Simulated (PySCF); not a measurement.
SMILES COB(OC)[OH+]C (charge +1), GFN2-xTB optimised geometry.

```
17

C     -0.54    -2.05     0.08
O     -1.02    -0.71     0.02
B     -0.40     0.44     0.00
O     -0.88     1.66     0.00
C     -2.25     2.05     0.08
O      1.14     0.44     0.00
C      1.88     1.68    -0.15
H      0.22    -2.16     0.86
H     -0.13    -2.35    -0.89
H     -1.39    -2.68     0.32
H     -2.90     1.18     0.08
H     -2.46     2.68    -0.78
H     -2.38     2.62     1.00
H      1.54    -0.27    -0.53
H      2.90     1.50     0.16
H      1.84     2.03    -1.18
H      1.41     2.41     0.50
```

Density from PBE0/def2-SVP in PySCF at that geometry.

Minimum of the electron density along straight lines between bonded atoms, close to the bond critical point (lines longer than 1.1 times the sum of covalent radii, or with two minima, are not listed):

```tsv
bond	length / Å	ρ at the minimum / e bohr⁻³	∇²ρ there / e bohr⁻⁵	position (fraction from the first atom)
C1–O2	1.423	0.232	___	0.33
O2–B3	1.308	0.230	1.35	0.67
B3–O4	1.309	0.235	1.29	0.34
O4–C5	1.430	0.226	___	0.67
B3–O6	1.537	0.123	0.52	0.33
O6–C7	1.448	0.212	0.08	0.67
C1–H8	1.091	0.284	-1.10	0.64
C1–H9	1.092	0.283	-1.09	0.64
C1–H10	1.089	0.287	-1.16	0.66
C5–H11	1.088	0.286	-1.14	0.65
C5–H12	1.089	0.286	-1.13	0.65
C5–H13	1.090	0.286	-1.13	0.65
O6–H14	0.971	0.342	___	0.83
C7–H15	1.089	0.287	-1.16	0.66
C7–H16	1.089	0.287	-1.15	0.66
C7–H17	1.087	0.289	-1.19	0.67
```

Problem. What belongs in the gaps?

Solution. 
- C1–O2, ∇²ρ there / e bohr⁻⁵: -0.12
- O4–C5, ∇²ρ there / e bohr⁻⁵: -0.07
- O6–H14, ∇²ρ there / e bohr⁻⁵: -2.66
